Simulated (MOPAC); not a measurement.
Input file for MOPAC: AM1 on ClH3O (a complex), monomers drawn apart or pushed together.

```
AM1 1SCF PRECISE CHARGE=0 THREADS=1
ClH3O

O      0.21157495 1     0.56181731 1     0.17730787 1
H      0.72367650 1    -0.15697846 1    -0.20989852 1
H     -0.66149254 1     0.51654990 1    -0.22834170 1
Cl     0.08841373 1     0.38973265 1     3.13224875 1
H      0.16425272 1     0.51005999 1     1.83574603 1
```

Output:

```
*******************************************************************************
 **                                                                           **
 **                              MOPAC v23.2.5                                **
 **                                                                           **
 *******************************************************************************
 ** MOPAC's Digital Object Identifier: https://doi.org/10.5281/zenodo.6511958 **
 **                                                                           **
 ** Please cite the open-source release paper for use of this MOPAC version:  **
 ** J. E. Moussa and J. J. P. Stewart (2026)                                  **
 ** MOPAC: An open-source semiempirical molecular orbital program             **
 ** J. Open Source Softw., 11(119), 8025, https://doi.org/10.21105/joss.08025 **
 *******************************************************************************

                              AM1 CALCULATION RESULTS

 *******************************************************************************
 *  AM1        - The AM1 Hamiltonian to be used
 *
 *
 *
 *                 CHARGE ON SYSTEM = 0
 *
 *
 *
 *  PRECISE    - TIGHTER CRITERIA TO BE USED
 *  1SCF       - DO 1 SCF AND THEN STOP
 *  THREADS=1  - MULTI-THREADING NOT USED
 *  T=         - A TIME OF 172800.0 SECONDS REQUESTED
 *  DUMP=N     - RESTART FILE WRITTEN EVERY 7200.0 SECONDS REQUESTED
 *******************************************************************************
AM1 1SCF PRECISE CHARGE=0 THREADS=1
 ClH3O

   ATOM   CHEMICAL          X               Y               Z
  NUMBER   SYMBOL      (ANGSTROMS)     (ANGSTROMS)     (ANGSTROMS)

     1       O          0.21157495  *   0.56181731  *   0.17730787  *
     2       H          0.72367650  *  -0.15697846  *  -0.20989852  *
     3       H         -0.66149254  *   0.51654990  *  -0.22834170  *
     4      Cl          0.08841373  *   0.38973265  *   3.13224875  *
     5       H          0.16425272  *   0.51005999  *   1.83574603  *



          CARTESIAN COORDINATES

    NO.       ATOM           X           Y           Z

     1         O          0.2116      0.5618      0.1773
     2         H          0.7237     -0.1570     -0.2099
     3         H         -0.6615      0.5165     -0.2283
     4        Cl          0.0884      0.3897      3.1322
     5         H          0.1643      0.5101      1.8357

  H: (AM1): M.J.S. DEWAR ET AL, J. AM. CHEM. SOC. 107 3902-3909 (1985)
  O: (AM1): M.J.S. DEWAR ET AL, J. AM. CHEM. SOC. 107 3902-3909 (1985)
 Cl: (AM1): M.J.S. DEWAR AND E. G. ZOEBISCH, THEOCHEM, 180, 1 (1988).

           Empirical Formula: H3 O Cl  =     5 atoms



      MOLECULAR POINT GROUP   :   Cs


      RHF CALCULATION, NO. OF DOUBLY OCCUPIED LEVELS = 8


 -------------------------------------------------------------------------------
 AM1 1SCF PRECISE CHARGE=0 THREADS=1
 ClH3O



     1SCF WAS SPECIFIED, SO BFGS WAS NOT USED
     SCF FIELD WAS ACHIEVED


                              AM1 CALCULATION
                                                       MOPAC v23.2.5 Linux




          FINAL HEAT OF FORMATION =        -81.84506 KCAL/MOL =    -342.43973 KJ/MOL


          COSMO AREA              =         83.83 SQUARE ANGSTROMS
          COSMO VOLUME            =         62.28 CUBIC ANGSTROMS

          IONIZATION POTENTIAL    =         11.645158 EV
          HOMO LUMO ENERGIES (EV) =        -11.645  2.401
          NO. OF FILLED LEVELS    =          8
          MOLECULAR WEIGHT        =         54.4761         POINT GROUP:  Cs

          MOLECULAR DIMENSIONS (Angstroms)

            Atom       Atom       Distance
           Cl     4    H     2     3.44563
            H     3   Cl     4     1.50136
            O     1    H     3     0.39639


          SCF CALCULATIONS        =          1





   ATOM   CHEMICAL          X               Y               Z
  NUMBER   SYMBOL      (ANGSTROMS)     (ANGSTROMS)     (ANGSTROMS)

     1       O          0.21157495  *   0.56181731  *   0.17730787  *
     2       H          0.72367650  *  -0.15697846  *  -0.20989852  *
     3       H         -0.66149254  *   0.51654990  *  -0.22834170  *
     4      Cl          0.08841373  *   0.38973265  *   3.13224875  *
     5       H          0.16425272  *   0.51005999  *   1.83574603  *

                             CARTESIAN COORDINATES

   1    O        0.211574950     0.561817310     0.177307870
   2    H        0.723676500    -0.156978460    -0.209898520
   3    H       -0.661492540     0.516549900    -0.228341700
   4   Cl        0.088413730     0.389732650     3.132248750
   5    H        0.164252720     0.510059990     1.835746030


           Empirical Formula: H3 O Cl  =     5 atoms



      MOLECULAR POINT GROUP   :   Cs


                  EIGENVALUES
 -37.46528 -36.01508 -19.19955 -17.17599 -15.13903 -12.91275 -11.64802 -11.64516
   2.40072   3.98862   5.45596


              NET ATOMIC CHARGES AND DIPOLE CONTRIBUTIONS

  ATOM NO.   TYPE          CHARGE      No. of ELECS.   s-Pop       p-Pop
    1          O          -0.392265        6.3923     1.85146     4.54080
    2          H           0.215262        0.7847     0.78474
    3          H           0.215261        0.7847     0.78474
    4         Cl          -0.260571        7.2606     1.98103     5.27954
    5          H           0.222313        0.7777     0.77769
 DIPOLE           X         Y         Z       TOTAL
 POINT-CHG.    -0.270    -0.630    -2.747     2.831
 HYBRID        -0.219    -0.473    -0.795     0.951
 SUM           -0.489    -1.103    -3.543     3.742


          ATOMIC ORBITAL ELECTRON POPULATIONS

     Atom    s        px        py        pz
    1  O   1.85146   1.29388   1.57614   1.67077
    2  H   0.78474
    3  H   0.78474
    4 Cl   1.98103   1.99746   1.99354   1.28853
    5  H   0.77769

 **********************
 *                    *
 * JOB ENDED NORMALLY *
 *                    *
 **********************




 == MOPAC DONE ==
```

The run finished.

Cost: about 0.03 core-seconds (a rough figure).
